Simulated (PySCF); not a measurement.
BF₄, SMILES F[B-](F)(F)F, charge -1. Atoms are numbered in the order given.

```xyz
5

F      0.8165    -0.8165     0.8165
B      0.0000     0.0000     0.0000
F     -0.8165    -0.8165    -0.8165
F     -0.8165     0.8165     0.8165
F      0.8165     0.8165    -0.8165
```
Charge -1, spin multiplicity 1.

Geometry optimised at B3LYP-D3(BJ)/def2-SVPD.

Computed with PBE0/pcJ-1 in PySCF.

Isotropic couplings with Fermi-contact, spin-dipole and both spin-orbit terms, one fixed conformer, no vibrational averaging. Isotopes: 11B, 19F.

```json
[
 {"pair": "F1–B2", "bonds apart": "1", "J (Hz)": "[?]"},
 {"pair": "B2–F3", "bonds apart": "1", "J (Hz)": "[?]"},
 {"pair": "B2–F4", "bonds apart": "1", "J (Hz)": "[?]"},
 {"pair": "B2–F5", "bonds apart": "1", "J (Hz)": "[?]"},
 {"pair": "F1–F3", "bonds apart": "2", "J (Hz)": "16.4"},
 {"pair": "F1–F4", "bonds apart": "2", "J (Hz)": "16.4"},
 {"pair": "F1–F5", "bonds apart": "2", "J (Hz)": "16.4"},
 {"pair": "F3–F4", "bonds apart": "2", "J (Hz)": "16.4"},
 {"pair": "F3–F5", "bonds apart": "2", "J (Hz)": "16.4"},
 {"pair": "F4–F5", "bonds apart": "2", "J (Hz)": "16.4"}
]
```

**Question.** Fill in the missing entries. (Estimate from the structure and the level; the computed values follow.)

**Answer.** 
- F1–B2, J (Hz): -56.1
- B2–F3, J (Hz): -56.1
- B2–F4, J (Hz): -56.1
- B2–F5, J (Hz): -56.1
